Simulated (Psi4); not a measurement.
HKO (SMILES [OH][K]), singlet, geometry from GFN2-xTB (such geometries of metal compounds can be far from the true shape); Psi4 with BLYP/def2-TZVP.

Input for Psi4:
```
memory 2 GB

molecule {
0 1
K    -0.51599211   -0.25332463   -0.43505305
O     1.04778559    0.44431587    0.88093051
H     1.42156540    1.25864102    1.21856393
}

set {
  basis def2-tzvp
}

energy('blyp')
print_variables()
```

What the program printed (banner, timings and long lists left out):

```
   => Loading Basis Set <=

    Name: DEF2-TZVP
    Role: ORBITAL
    Keyword: BASIS

         ---------------------------------------------------------
                                   SCF
               by Justin Turney, Rob Parrish, Andy Simmonett
                          and Daniel G. A. Smith
                              RKS Reference
         ---------------------------------------------------------

  ==> Geometry <==

    Molecular point group: cs
    Full point group: Cs

    Geometry (in Angstrom), charge = 0, multiplicity = 1:

       Center              X                  Y                   Z               Mass
    ------------   -----------------  -----------------  -----------------  -----------------
         K           -0.629952432250    -0.226694526227     0.000000000000    38.963706486400
         O            1.413780847820     0.471209458846     0.000000000000    15.994914619570
         H            1.916977309689     1.285842163413     0.000000000000     1.007825032230

  Running in cs symmetry.

  Rotational constants: A =     50.50044  B =      0.29054  C =      0.28887 [cm^-1]
  Rotational constants: A = 1513965.03976  B =   8710.04703  C =   8660.22358 [MHz]
  Nuclear repulsion =   45.060603823973324

  Charge       = 0
  Multiplicity = 1
  Electrons    = 28
  Nalpha       = 14
  Nbeta        = 14

  ==> Algorithm <==

  SCF Algorithm Type is DF.
  DIIS enabled.
  MOM disabled.
  Fractional occupation disabled.
  Guess Type is SAD.
  Energy threshold   = 1.00e-06
  Density threshold  = 1.00e-06
  Integral threshold = 1.00e-12

  ==> Primary Basis <==

  Basis Set: DEF2-TZVP
    Blend: DEF2-TZVP
    Number of shells: 28
    Number of basis functions: 70
    Number of Cartesian functions: 78
    Spherical Harmonics?: true
    Max angular momentum: 3

  ==> DFT Potential <==

   => LibXC <=

    Version 7.1.2
    S. Lehtola, C. Steigemann, M. J. T. Oliveira, and M. A. L. Marques,  SoftwareX 7, 1–5 (2018) (10.1016/j.softx.2017.11.002)

   => Composite Functional: BLYP <=

    BLYP GGA Exchange-Correlation Functional

    P.J. Stephens et. al., J. Phys. Chem., 98, 11623-11627, 1994
    B. Miehlich et. al., Chem. Phys. Lett., 157(3), 200-206 1989

    Deriv               =              1
    GGA                 =           TRUE
    Meta                =          FALSE

    Exchange Hybrid     =          FALSE
    MP2 Hybrid          =          FALSE

   => Exchange Functionals <=

    1.0000     XC_GGA_X_B88

   => Correlation Functionals <=

    1.0000     XC_GGA_C_LYP

   => LibXC Density Thresholds  <==

    XC_GGA_C_LYP:  1.00E-14
    XC_GGA_X_B88:  1.00E-15

   => Molecular Quadrature <=

    Radial Scheme          =       TREUTLER
    Pruning Scheme         =           NONE
    Nuclear Scheme         =       TREUTLER

    Blocking Scheme        =         OCTREE
    BS radius alpha        =              1
    Pruning alpha          =              1
    Radial Points          =             75
    Spherical Points       =            302
    Total Points           =          65453
    Total Blocks           =            566
    Max Points             =            256
    Max Functions          =             69
    Weights Tolerance      =       1.00E-15

   => Loading Basis Set <=

    Name: (DEF2-TZVP AUX)
    Role: JKFIT
    Keyword: DF_BASIS_SCF

  ==> Integral Setup <==

  SCF_SUBTYPE=INCORE selected. In-core MEM_DF algorithm will be used.
  Using in-core AOs.

  ==> MemDFJK: Density-Fitted J/K Matrices <==

    J tasked:                   Yes
    K tasked:                    No
    wK tasked:                   No
    Algorithm:                 Core
    Schwarz Cutoff:           1E-12
    Mask sparsity (%):       0.6531
    Fitting Condition:        1E-10

   => Auxiliary Basis Set <=

  Basis Set: (DEF2-TZVP AUX)
    Blend: DEF2-UNIVERSAL-JKFIT
    Number of shells: 75
    Number of basis functions: 255
    Number of Cartesian functions: 316
    Spherical Harmonics?: true
    Max angular momentum: 4

  Minimum eigenvalue in the overlap matrix is 9.1955183640E-03.
  Reciprocal condition number of the overlap matrix is 1.8839416441E-03.
    Using symmetric orthogonalization.

  ==> Pre-Iterations <==

  SCF Guess: Superposition of Atomic Densities via on-the-fly atomic UHF (no occupation information).

   -------------------------
    Irrep   Nso     Nmo
   -------------------------
     A'        49      49
     A"        21      21
   -------------------------
    Total      70      70
   -------------------------

  ==> Iterations <==

                           Total Energy        Delta E     RMS |[F,P]|

   @DF-RKS iter SAD:  -675.30832784846780   -6.75308e+02   0.00000e+00
   @DF-RKS iter   1:  -675.34131703235562   -3.29892e-02   2.02719e-02 DIIS/ADIIS
   @DF-RKS iter   2:  -665.43326074218646    9.90806e+00   4.30619e-02 DIIS/ADIIS
   @DF-RKS iter   3:  -675.74304440535661   -1.03098e+01   4.53774e-03 DIIS/ADIIS
   @DF-RKS iter   4:  -675.77598722258119   -3.29428e-02   2.48149e-03 DIIS/ADIIS
   @DF-RKS iter   5:  -675.77830505090628   -2.31783e-03   1.87215e-03 DIIS/ADIIS
   @DF-RKS iter   6:  -675.78282701847752   -4.52197e-03   1.33254e-04 DIIS/ADIIS
   @DF-RKS iter   7:  -675.78284684760649   -1.98291e-05   5.39329e-05 DIIS
   @DF-RKS iter   8:  -675.78285016970221   -3.32210e-06   4.59360e-06 DIIS
   @DF-RKS iter   9:  -675.78285019560121   -2.58990e-08   1.13635e-06 DIIS
   @DF-RKS iter  10:  -675.78285019716839   -1.56717e-09   2.77010e-07 DIIS
  Energy and wave function converged.

  ==> Post-Iterations <==

   Electrons on quadrature grid:
      Ntotal   =   27.9999916075 ; deviation = -8.393e-06

    Orbital Energies [Eh]
    ---------------------

    Doubly Occupied:

[...]
    Virtual:

[...]
    Final Occupation by Irrep:
             Ap   App
    DOCC [    11,    3 ]
    NA   [    11,    3 ]
    NB   [    11,    3 ]

  @DF-RKS Final Energy:  -675.78285019716839

   => Energetics <=

    Nuclear Repulsion Energy =             45.0606038239733238
    One-Electron Energy =               -1020.4575169090077225
    Two-Electron Energy =                 342.1190764999887506
    DFT Exchange-Correlation Energy =     -42.5050136121227951
    Empirical Dispersion Energy =           0.0000000000000000
    VV10 Nonlocal Energy =                  0.0000000000000000
    Total Energy =                       -675.7828501971683863

Computation Completed

Properties will be evaluated at   0.000000,   0.000000,   0.000000 [a0]

Properties computed using the SCF density matrix

 Multipole Moments:

 ------------------------------------------------------------------------------------
     Multipole            Electronic (a.u.)      Nuclear  (a.u.)        Total (a.u.)
 ------------------------------------------------------------------------------------

 L = 1.  Multiply by 2.5417464519 to convert [e a0] to [Debye]
 Dipole X            :         -4.9314326            2.3775171           -2.5539155
 Dipole Y            :         -1.9776127            1.4141233           -0.5634893
 Dipole Z            :          0.0000000            0.0000000            0.0000000
 Magnitude           :                                                    2.6153402

 ------------------------------------------------------------------------------------

  Variable Map:
  ----------------------------------------------------------------------------
[...]
  Array Variable Map:
  ----------------------------------------------------------------------------
[...]
[...]
```
